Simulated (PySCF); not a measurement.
B(CF3)(H)(OH) (CH2BF3O), SMILES OBC(F)(F)F. Atoms are numbered in the order given.

```xyz
8

B      0.7643     1.0345     0.0000
C      0.0466    -0.4083     0.0000
F      0.3665    -1.1284    -1.0809
F      0.3665    -1.1284     1.0809
F     -1.3009    -0.2743     0.0000
H      1.9632     1.1321     0.0000
O     -0.0011     2.1264     0.0000
H     -0.9457     1.9143     0.0000
```
Charge 0, spin multiplicity 1.

Geometry: PBE0-D3(BJ)/def2-SVP. The structure was generated by enumeration, and PubChem lists no compound with its InChIKey, so it may never have been made. One conformer was computed; it need not be the lowest.

Two levels are set side by side: PBE/pcSseg-1 (PySCF) and KT2/pcSseg-1 (PySCF). GIAO shifts against BF3 (¹¹B), CFCl3 (¹⁹F), H2O (¹⁷O), TMS (¹H), TMS (¹³C) at the same level; non-relativistic, no solvent, atoms listed together averaged. Differences are taken from unrounded values.

```csv
quantity,PBE
δ(¹¹B) of B1 (ppm),25.9
δ(¹³C) of C2 (ppm),135.0
δ(¹H) of H6 (ppm),5.32
δ(¹⁷O) of O7 (ppm),209.0
δ(¹H) of H8 (ppm),7.24
```

Task: These are the PBE values. What does KT2 give? (Estimate from the structure and the level; the computed values follow.)

Result: 
```tsv
quantity	KT2	PBE minus KT2
δ(¹¹B) of B1 (ppm)	23.9	2.0
δ(¹³C) of C2 (ppm)	129.7	5.3
δ(¹H) of H6 (ppm)	5.21	0.11
δ(¹⁷O) of O7 (ppm)	196.9	12.1
δ(¹H) of H8 (ppm)	7.06	0.18
```

Rough cost on one machine, each run with all the roots and properties that it gave: KT2 against PBE within a factor of 2.
